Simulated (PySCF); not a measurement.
Species: C4H7F3S2Si.
Numbering: `[F:1][C:2]([F:3])([F:4])[CH2:5][C@H:6]1[CH2:7][S:8][SiH2:9][S:10]1`

Cartesian coordinates in Å at the GFN2-xTB level; atoms count from 1:
```
atom  x, y, z in Å
F1    -2.4566   -0.7785    1.2660
C2    -2.4453    0.0680    0.2271
F3    -3.5425    0.8297    0.3407
F4    -2.6224   -0.6801   -0.8736
C5    -1.1887    0.9165    0.1743
C6     0.0939    0.1067    0.3586
C7     0.3805   -0.8205   -0.8058
S8     1.9425   -1.7309   -0.5578
Si9    3.0667   -0.0653    0.1829
S10    1.4707    1.3224    0.5462
H11   -1.1753    1.4413   -0.7832
H12   -1.2638    1.6570    0.9737
H13    0.0444   -0.4622    1.2916
H14   -0.3895   -1.5851   -0.8994
H15    0.4503   -0.2637   -1.7413
H16    3.7054   -0.4577    1.4240
H17    3.9227    0.5144   -0.8350
```

NICS = −σ at a ghost point: NICS(0) at the centroid of the ring atoms, NICS(1) 1 Å to either side along the normal of their mean plane, zz for the tensor component along that normal. Level: GIAO PBE0/pcSseg-1 (PySCF, non-relativistic, gas phase) on the GFN2-xTB geometry, one conformer.

Ring bond lengths (Å), with Mayer bond orders in brackets: C6–C7 1.516 (0.96), C7–S8 1.825 (1.01), S8–Si9 2.142 (0.97), Si9–S10 2.146 (0.95), S10–C6 1.846 (1.02).

Problem. What do the NICS probes read (ppm)?

Solution. 
```
            ring                                                      type  NICS(0)  NICS(1), two faces  NICS(1)zz, two faces  rms pucker (Å)  centre to ring atoms, mean (Å)
C6–C7–S8–Si9–S10  5-membered ring with 2 S and Si; formal bonds all single     -9.3         -5.1 / -5.2           -2.9 / -2.6            0.23                            1.57
```

Problem. What do they say, and how far can they be read as aromaticity?

Solution. 
- C6–C7–S8–Si9–S10: mean NICS(1)zz -2.8 ppm, near zero. C6, C7, Si9 have four or more neighbours, and the NICS criterion for π rings isn't applied.

Problem. At the second NICS(1) probe listed for ring C6–C7–S8–Si9–S10, 1 Å off the ring, how large is the induced field along the normal in 9.4 T applied along it?

Solution. NICSzz × B0 = -2.6 ppm × 9.4 T = -24 μT, against the applied field.

Problem. Give the inner angles of the rings and the Hirshfeld charges of the ring atoms.

Solution. 
- C6–C7–S8–Si9–S10: C6 109.9° (-0.028 e), C7 111.3° (-0.079 e), S8 96.2° (-0.090 e), Si9 99.9° (+0.300 e), S10 96.4° (-0.091 e); sum 513.6° against 540° for a flat convex ring.

Problem. What are the shieldings of the ring atoms and their hydrogens in the same run (means over atoms taken as equivalent)?

Solution. 
```
atoms                 environment  σ isotropic (ppm)  principal values of the symmetric part, first atom (ppm)
   C6  sp3 carbon bound to sulfur              132.8                                        92.7, 145.8, 160.1
   C7  sp3 carbon bound to sulfur              142.5                                       111.5, 148.9, 167.0
   S8   sulfur bonded to C and Si              633.4                                       429.6, 579.2, 891.5
  Si9                SiH2 silicon              353.1                                       306.5, 356.0, 396.9
  S10   sulfur bonded to C and Si              588.8                                       384.8, 493.6, 888.0
  H13            methine hydrogen              28.22                                          23.5, 27.0, 34.2
  H14          methylene hydrogen              28.31                                          20.1, 29.2, 35.6
  H15          methylene hydrogen              29.33                                          23.2, 29.2, 35.6
  H16               Si–H hydrogen              26.19                                          22.3, 22.7, 33.6
  H17               Si–H hydrogen              26.19                                          22.2, 22.8, 33.6
```
